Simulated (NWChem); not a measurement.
Program: NWChem. System: iodine monochloride (ClI), charge 0, spin multiplicity 1, at a geometry optimised with PBE0/def2-SVP with def2 effective core potentials on I. Level: RHF/def2-TZVP with def2 effective core potentials on I.

Output (cleaned and shortened):

```
             Northwest Computational Chemistry Package (NWChem) 7.3.0
             --------------------------------------------------------

                                NWChem Input Module
                                -------------------

 Scaling coordinates for geometry "geometry" by  1.889725989
 (inverse scale =  0.529177249)

 Turning off AUTOSYM since
 SYMMETRY directive was detected!

                             Geometry "geometry" -> ""
                             -------------------------

 Output coordinates in angstroms (scale by  1.889725989 to convert to a.u.)

  No.       Tag          Charge          X              Y              Z
 ---- ---------------- ---------- -------------- -------------- --------------
    1 Cl                  17.0000     0.00000000     0.00000000     1.78431300
    2 I                   53.0000     0.00000000     0.00000000    -0.57232700

 Effective nuclear repulsion energy (a.u.)     202.3171555048

            Nuclear Dipole moment (a.u.)
            ----------------------------
        X                 Y               Z
 ---------------- ---------------- ----------------
     0.0000000000     0.0000000000    -0.0000188973

      Symmetry information
      --------------------

 Group name             C2v
 Group number             16
 Group order               4
 No. of unique centers     2

      Symmetry unique atoms

     1    2


 Summary of "ao basis" -> "" (spherical)
 ------------------------------------------------------------------------------
       Tag                 Description            Shells   Functions and Types
 ---------------- ------------------------------  ------  ---------------------
 *                         def2-tzvp                  on all atoms

 Summary of "ao basis" -> "ao basis" (spherical)
 ------------------------------------------------------------------------------
       Tag                 Description            Shells   Functions and Types
 ---------------- ------------------------------  ------  ---------------------
 Cl                        def2-tzvp                13       37   5s5p2d1f
 I                         def2-tzvp                16       50   6s5p3d2f

                                 NWChem SCF Module
                                 -----------------

  ao basis        = "ao basis"
  functions       =    87
  atoms           =     2
  closed shells   =    21
  open shells     =     0
  charge          =   0.00
  wavefunction    = RHF
  use symmetry    = T
  symmetry adapt  = T

 Summary of "ao basis" -> "ao basis" (spherical)
 ------------------------------------------------------------------------------
       Tag                 Description            Shells   Functions and Types
 ---------------- ------------------------------  ------  ---------------------
 Cl                        def2-tzvp                13       37   5s5p2d1f
 I                         def2-tzvp                16       50   6s5p3d2f

      Symmetry analysis of basis
      --------------------------

        a1         37
        a2          8
        b1         21
        b2         21

 Forming initial guess at       0.1s

      Superposition of Atomic Density Guess
      -------------------------------------

 Sum of atomic energies:        -806.63952018

      Non-variational initial energy
      ------------------------------

 Total energy =    -756.182973
 1-e energy   =   -1343.001575
 2-e energy   =     491.385981
 HOMO         =      -0.313744
 LUMO         =      -0.139504

      Symmetry analysis of molecular orbitals - initial
      -------------------------------------------------

 !! scf_movecs_sym_adapt:   58 vectors were symmetry contaminated

  Symmetry fudging

 !! scf_movecs_sym_adapt:   52 vectors were symmetry contaminated

  Numbering of irreducible representations:

     1 a1          2 a2          3 b1          4 b2

  Orbital symmetries:

     1 a1          2 a1          3 a1          4 b2          5 b1
     6 a1          7 a1          8 b2          9 b1         10 a1
    11 b2         12 b1         13 a1         14 a2         15 a1
    16 a1         17 a1         18 b2         19 b1         20 b2
    21 b1         22 a1         23 a1         24 b2         25 b1
    26 a1         27 a2         28 b2         29 b1         30 a1
    31 a1

 Starting SCF solution at       0.9s

 ----------------------------------------------
         Quadratically convergent ROHF

 Convergence threshold     :          1.000E-07
 Maximum no. of iterations :          100
 Final Fock-matrix accuracy:          1.000E-09
 ----------------------------------------------

              iter       energy          gnorm     gmax       time
             ----- ------------------- --------- --------- --------
                 1     -756.1502854588  4.56D-01  1.42D-01      0.9
                 2     -756.1634028742  1.43D-01  2.73D-02      1.0
                 3     -756.1649167485  1.19D-02  3.81D-03      1.0
                 4     -756.1649345438  3.87D-05  8.70D-06      1.1
                 5     -756.1649345439  4.67D-09  9.04D-10      1.1

       Final RHF  results
       ------------------

         Total SCF energy =   -756.164934543911
      One-electron energy =  -1342.664755704521
      Two-electron energy =    491.067200639499
 Nuclear repulsion energy =     95.432620521111

        Time for solution =      0.2s

       Symmetry analysis of molecular orbitals - final
       -----------------------------------------------

  Numbering of irreducible representations:

     1 a1          2 a2          3 b1          4 b2

  Orbital symmetries:

     1 a1          2 a1          3 a1          4 b2          5 b1
     6 a1          7 a1          8 b1          9 b2         10 a1
    11 b2         12 b1         13 a1         14 a2         15 a1
    16 a1         17 a1         18 b2         19 b1         20 b1
    21 b2         22 a1         23 a1         24 b2         25 b1
    26 a1         27 a2         28 b2         29 b1         30 a1
    31 a1

             Final eigenvalues
             -----------------

              1
    1 -104.8616
    2  -10.5875
    3   -8.0541
    4   -8.0523
    5   -8.0523
    6   -7.7872
    7   -5.6454
    8   -5.6298
    9   -5.6298
   10   -2.3415
   11   -2.3348
   12   -2.3348
   13   -2.3176
   14   -2.3176
   15   -1.1111
   16   -0.8910
   17   -0.5257
   18   -0.5063
   19   -0.5063
   20   -0.3893
   21   -0.3893
   22   -0.0059
   23    0.2428
   24    0.2588
   25    0.2588
   26    0.3323
   27    0.3323
   28    0.3343
   29    0.3343
   30    0.3438
   31    0.4595

                       ROHF Final Molecular Orbital Analysis
                       -------------------------------------

 Vector   19  Occ=2.000000D+00  E=-5.062795D-01  Symmetry=b1
              MO Center=  1.8D-15,  6.0D-31,  1.3D+00, r^2= 2.0D+00
   Bfn.  Coefficient  Atom+Function         Bfn.  Coefficient  Atom+Function
  ----- ------------  ---------------      ----- ------------  ---------------
    15      0.494585  1 Cl px                18      0.299766  1 Cl px
    53      0.231423  2 I  px                12      0.225019  1 Cl px
    47     -0.188101  2 I  px                 6     -0.178652  1 Cl px

 Vector   20  Occ=2.000000D+00  E=-3.893225D-01  Symmetry=b1
              MO Center= -1.8D-16,  7.5D-32, -1.8D-01, r^2= 2.8D+00
   Bfn.  Coefficient  Atom+Function         Bfn.  Coefficient  Atom+Function
  ----- ------------  ---------------      ----- ------------  ---------------
    53      0.543600  2 I  px                47     -0.425694  2 I  px
    50      0.338761  2 I  px                15     -0.254540  1 Cl px
    56      0.238608  2 I  px                18     -0.204134  1 Cl px

 Vector   21  Occ=2.000000D+00  E=-3.893225D-01  Symmetry=b2
              MO Center=  3.5D-31,  1.4D-15, -1.8D-01, r^2= 2.8D+00
   Bfn.  Coefficient  Atom+Function         Bfn.  Coefficient  Atom+Function
  ----- ------------  ---------------      ----- ------------  ---------------
    54      0.543600  2 I  py                48     -0.425694  2 I  py
    51      0.338761  2 I  py                16     -0.254540  1 Cl py
    57      0.238608  2 I  py                19     -0.204134  1 Cl py

 Vector   22  Occ=0.000000D+00  E=-5.903795D-03  Symmetry=a1
              MO Center=  1.1D-15, -1.5D-15, -2.1D-02, r^2= 4.2D+00
   Bfn.  Coefficient  Atom+Function         Bfn.  Coefficient  Atom+Function
  ----- ------------  ---------------      ----- ------------  ---------------
    58      0.571390  2 I  pz                20      0.464766  1 Cl pz
    55      0.425360  2 I  pz                 5     -0.378088  1 Cl s
    49     -0.332053  2 I  pz                17      0.302884  1 Cl pz
    52      0.260308  2 I  pz                43      0.258399  2 I  s
    42      0.192707  2 I  s                 14      0.156194  1 Cl pz

 Vector   23  Occ=0.000000D+00  E= 2.427575D-01  Symmetry=a1
              MO Center=  1.0D-16, -7.2D-17, -8.8D-01, r^2= 6.3D+00
   Bfn.  Coefficient  Atom+Function         Bfn.  Coefficient  Atom+Function
  ----- ------------  ---------------      ----- ------------  ---------------
    58      1.720369  2 I  pz                55     -1.316515  2 I  pz
     5     -0.550507  1 Cl s                 49      0.246578  2 I  pz
    43      0.158169  2 I  s

 Vector   24  Occ=0.000000D+00  E= 2.588320D-01  Symmetry=b2
              MO Center=  9.6D-31,  8.1D-17, -7.7D-01, r^2= 6.3D+00
   Bfn.  Coefficient  Atom+Function         Bfn.  Coefficient  Atom+Function
  ----- ------------  ---------------      ----- ------------  ---------------
    57      1.590866  2 I  py                54     -1.329060  2 I  py
    48      0.211188  2 I  py                70     -0.189626  2 I  d -1

 center of mass
 --------------
 x =   0.00000000 y =   0.00000000 z =  -0.11946588

 moments of inertia (a.u.)
 ------------------
         543.706027890809           0.000000000000           0.000000000000
           0.000000000000         543.706027890809           0.000000000000
           0.000000000000           0.000000000000           0.000000000000

  Mulliken analysis of the total density
  --------------------------------------

    Atom       Charge   Shell Charges
 -----------   ------   -------------------------------------------------------
    1 Cl  17    17.22   2.01  0.45  1.52  1.10  0.89  4.18  1.69  1.04  2.82  1.46  0.01  0.04  0.00
    2 I   25    24.78   0.19 -0.77  1.58  1.01  1.14  0.81 -0.49  6.44  1.28  2.69  0.80  9.24  0.77  0.08  0.02  0.00

       Multipole analysis of the density wrt the origin
       ------------------------------------------------

     L   x y z        total         open         nuclear
     -   - - -        -----         ----         -------
     0   0 0 0     -0.000000      0.000000     42.000000

     1   1 0 0     -0.000000      0.000000      0.000000
     1   0 1 0     -0.000000      0.000000      0.000000
     1   0 0 1     -0.572250      0.000000     30.283135

     2   2 0 0    -29.941306      0.000000      0.000000
     2   1 1 0     -0.000000      0.000000      0.000000
     2   1 0 1     -0.000000      0.000000      0.000000
     2   0 2 0    -29.941306      0.000000      0.000000
     2   0 1 1     -0.000000      0.000000      0.000000
     2   0 0 2    -27.188124      0.000000    222.524066

 Task  times  cpu:        1.1s     wall:        1.1s

 Total times  cpu:        1.1s     wall:        1.1s
```

### Question
Write an NWChem input that would produce this output.

### Answer
Several could match; the one computed here: 
```
start mol
memory heap 200 mb stack 900 mb global 1100 mb
geometry units angstroms nocenter noautoz
  Cl     0.000000     0.000000     1.784313
  I      0.000000     0.000000    -0.572327
  symmetry group C2v
end
basis spherical
  * library def2-tzvp
end
ecp
  I library def2-ecp
end
scf
  rhf
  nopen 0
  maxiter 100
  thresh 1e-7
  semidirect memsize 60000000 filesize 0
end
task scf energy
```
